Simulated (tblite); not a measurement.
Species: C6H14FNSi.
Geometry (GFN2-xTB, Å), atoms numbered from 1 in this order:
```
atom  x, y, z in Å
C1    -1.5614    1.3189   -1.5372
C2    -1.7416    0.5604   -0.2268
C3    -0.9540   -0.7406   -0.2211
C4    -0.9635   -1.5774    1.0718
C5     0.5606   -1.7388    0.9740
C6     0.5969   -0.6706   -0.1424
N7     1.1372    0.6013    0.2517
Si8    2.6691    1.2095   -0.1965
F9     2.7961    0.9087   -1.7718
H10   -0.5087    1.5291   -1.7065
H11   -1.9346    0.7294   -2.3719
H12   -2.1054    2.2605   -1.5114
H13   -1.4246    1.1927    0.6047
H14   -2.7994    0.3266   -0.0772
H15   -1.2564   -1.3401   -1.0820
H16   -1.2746   -1.0009    1.9416
H17   -1.5421   -2.4979    1.0371
H18    0.8702   -2.7235    0.6319
H19    1.1256   -1.4814    1.8688
H20    1.1067   -0.9751   -1.0566
H21    0.7245    0.9312    1.1100
H22    2.6225    2.6512   -0.0246
H23    3.8522    0.5541    0.3549
```

Method: GFN2-xTB as coded in tblite; computed harmonic values from a numerical Hessian at the method's own geometry, unscaled. This tight-binding method is rough: wavenumbers can miss measured ones by several per cent, in bad cases by 10 to 20. Modes of hydrogen on silicon can be 10 to 20 % off. One conformer, not necessarily the lowest.

Harmonic wavenumbers (cm⁻¹): 25.1, 45.2, 63.7, 101.8, 128.7, 187.6, 230.8, 248.1, 310.6, 379.8, 409.0, 470.7, 531.8, 548.2, 569.9, 693.8, 731.1, 782.6, 794.4, 800.4, 829.2, 863.1, 896.9, 977.1, 985.5, 1008.7, 1033.0, 1046.1, 1070.1, 1084.9, 1125.6, 1174.6, 1182.0, 1208.3, 1217.8, 1231.0, 1245.2, 1249.4, 1259.0, 1268.6, 1307.4, 1357.7, 1397.5, 1413.2, 1470.6, 1489.1, 1492.9, 1501.3, 1504.2, 2265.5, 2342.9, 2954.5, 2961.7, 2979.3, 2982.3, 2991.2, 3005.1, 3013.6, 3021.1, 3030.8, 3034.3, 3052.0, 3463.0.

A = 1852, B = 900.1, C = 692.4 MHz; mass 147.088 u (most abundant isotopes); point group C1, symmetry number 1.

Problem. What is the zero-point energy?

Solution. Half the sum of the wavenumbers: 42020 cm⁻¹ = 502.67 kJ/mol.

Problem. Give the ideal-gas entropy at 273.15 K and 1 bar in the rigid-rotor, harmonic-oscillator model (classical rotation).

Solution. Translation 169.28, rotation 124.47, vibration 139.74: S = 433.5 J/(mol K).

Problem. And Cp and H(273.15 K) − H(0)?

Solution. Cp = 166.90 J/(mol K), of which vibrations give 133.64 (their classical limit is 63 R = 523.8); H(273.15 K) − H(0) = 27.86 kJ/mol without the zero-point energy, 18.77 from vibrations.

Problem. Blend soft modes into free rotors: weight 1/[1 + (100 cm⁻¹/ν̃)⁴] for the oscillator and the rest for a rotor with moment μB/(μ + B), μ = h/(8π²ν), B = 10⁻⁴⁴ kg m². What vibrational entropy results?

Solution. 122.18 J/(mol K) in place of 139.74, which changes −T·S at 273.15 K by +4.80 kJ/mol.

Problem. What must be added to the electronic energy to get the Gibbs energy at 273.15 K and 1 bar?

Solution. ZPE + [H(273.15 K) − H(0)] − T·S = 502.67 + 27.86 − 118.41 = 412.12 kJ/mol.

Problem. Which modes carry the vibrational entropy at 273.15 K?

Solution. 25.1 cm⁻¹: 25.14; 45.2 cm⁻¹: 20.27; 63.7 cm⁻¹: 17.43; 101.8 cm⁻¹: 13.60; 128.7 cm⁻¹: 11.70; 187.6 cm⁻¹: 8.74 J/(mol K); the other 57 give 42.86 together.

Hindered rotation and anharmonicity are outside this model. Other conformers, if any are populated, would add a mixing term that is left out. The structure is chiral; the term R ln 2 for an equal mix with its mirror image is left out.
